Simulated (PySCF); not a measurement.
## Structure from NMR data

An unknown has the formula C$_{5}$H$_{8}$F$_{3}$NSi. Its calculated NMR data are:

¹H NMR (400 MHz, computed): δ 4.72 (s, 3H), 4.22 (m, 1H), 2.83 (s, 3H), 1.96 (d, 1H).

¹³C{¹H} NMR (computed): δ 135.2, 84.2, 80.7, 59.0, 34.0.

How the numbers were obtained: PBE0/pcSseg-1 with gauge-including orbitals, coordinates at the GFN2-xTB level, in PySCF 2.14.0 with density-fitted response routines (relativity neglected, no solvent model, one averaged value for each set of equivalent atoms, one computed conformer).

Chemical shifts δ = σref − σ; TMS for ¹H (σ = 31.72 ppm) and ¹³C (σ = 186.93 ppm), all at this level.

Problem. Which candidate is it?
A. C=C([SiH3])/C=N\CC(F)(F)F
B. C#C[C@H](N(C)[SiH3])C(F)(F)F
C. C=N[SiH2][C@@H]1C[C@H]1C(F)(F)F
D. C=N[SiH2]CC(=C)C(F)(F)F

Solution. B. 

- Rings plus π bonds: 2 (no ring in the answer).
- 5 carbon signals for 5 carbons: no two carbons are equivalent.
- Carbon types of the structure: 2 × C, 2 × CH, 1 × CH3, leaving 3 H on heteroatoms.
- δC 135.2: CF3 carbon; 3 electronegative neighbours deshield it.
- δC 84.2: terminal alkyne carbon; the triple bond shields along its axis, which puts it between sp3 and sp2 carbons.
- δC 80.7: alkyne carbon; the triple bond shields along its axis, which puts it between sp3 and sp2 carbons.
- δC 59.0: propargylic sp3 CH bonded to N; pulled downfield by the heteroatom.
- δH 4.22: hydrogen on a propargylic sp3 CH bonded to N; its carbon carries N, which withdraws density.

The others: C=N[SiH2][C@@H]1C[C@H]1C(F)(F)F would give 8 signals for carbon-bound and other non-exchanging H, not 4; C=C([SiH3])/C=N\CC(F)(F)F would give 5 signals for carbon-bound and other non-exchanging H, not 4; C=N[SiH2]CC(=C)C(F)(F)F would give 6 signals for carbon-bound and other non-exchanging H, not 4.

Splittings by ¹⁹F in the carbon and heteronuclear signals aren't shown, as no couplings were computed. Shifts are as computed. Against solution values, carbons near 30 ppm lie about +3 ppm off and those near 130 ppm about +5 ppm. Of 1211 compounds with measured shifts, 218 miss one by over three times the rms of a fit or turn the order of signals round; such compounds aren't used in these exercises. No couplings were computed; multiplicities are counted from neighbouring protons, with m where these are inequivalent, close in shift, in a saturated or five-membered ring or joined by F or P, and br s for small geminal =CH2 splittings.
